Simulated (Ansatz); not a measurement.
Reaction (substitution at a C–F bond): `FC[SiH2]CF` + HI → `FC[SiH2]CI` + H–F

Isolated molecules relaxed with PBE0-D4/def2-TZVP in Ansatz; ΔE leaves out vibrations. CCSD(T)/CBS adds triple-zeta CCSD(T) − MP2 to the extrapolated MP2 energy (def2 sets, frozen cores). This one scheme is used for every species. Functionals use def2-TZVPP. def2 core potentials past Kr. For I outer-core shells are correlated without core-valence functions, which leaves a few kJ/mol of doubt a bond. Each species was taken in one conformer, which may not be the lowest.

```
        level  ΔE (kJ/mol)
       PBE-D4        -62.1
MP2/CBS(def2)        -97.7
```

Question: What does CCSD(T)/CBS give? (Best estimate.)

Answer: Ansatz gave: -80.8 kJ/mol. The listed levels differ from it by 18.7, -16.9 kJ/mol.

Largest T1 diagnostic among the species: 0.011.

The D4 term adds −12.1 kJ/mol with B3LYP and −6.5 kJ/mol with PBE0; it sums over pairs of atoms, weighted by their polarisabilities, and B3LYP, whose exchange is more repulsive, gets the larger term. In def2-TZVPP, CCSD(T) changes the Hartree–Fock value by −29.4 kJ/mol (the triples alone add −4.9 kJ/mol) and MP2 by −46.3 kJ/mol. From PBE to PBE0 (25 % exact exchange), in def2-TZVPP and without D4, ΔE moves by −3.9 kJ/mol.

B3LYP here is the variant with VWN-RPA as its local correlation; programs differ in this.
